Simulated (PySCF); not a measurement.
Relaxation of singlet TeO₂Cl₂

Level of theory: PySCF, PBE0, basis Te def2-TZVP with ECP28, O def2-TZVP, Cl def2-TZVP (scalar-relativistic core potentials, no spin–orbit coupling, density fitting). A (50,194) grid was used.

A hand-made see-saw (ligand arrangement 1) start, of C2v symmetry, held to at least that symmetry:

```xyz
5
charge 0 multiplicity 1, angstrom
Te    0.0000    0.0000   -0.2189
O     1.4578    0.0000    0.9201
O    -1.4578    0.0000    0.9201
Cl    0.0000    2.3411   -0.0141
Cl    0.0000   -2.3411   -0.0141
```

Optimiser trace:
| step | E − E(last) (kJ/mol) | largest gradient (Eh/bohr) |
| --- | --- | --- |
| 0 | 310.85 | 0.11405 |
| 1 | 193.03 | 0.06425 |
| 2 | 127.36 | 0.01784 |
| 3 | 100.79 | 0.02252 |
| 4 | 76.67 | 0.02842 |
| 5 | 45.53 | 0.02084 |
| 6 | 15.36 | 0.00983 |
| 7 | 1.07 | 0.00571 |
| 8 | 0.27 | 0.00500 |
| 9 | 0.01 | 0.00070 |
| 10 | 0.00 | 0.00008 |
| 11 | 0.00 | 0.00003 |

It ends at C2v with Te–Cl 2.297 Å (×2), Te–O 1.765 Å (×2); Cl–Te–Cl 98.7°, Cl–Te–O 107.9° (×4), O–Te–O 123.6° (after a last refinement on a finer grid). A frequency run shows a minimum. Other isomers or separated fragments may lie lower.

Final geometry:
Coordinates in bohr (charge 0 multiplicity 1):
```
Te    0.0000    0.0000    0.6333
O     2.9400    0.0000    2.2101
O    -2.9400    0.0000    2.2101
Cl    0.0000    3.2931   -2.1954
Cl    0.0000   -3.2931   -2.1954
```
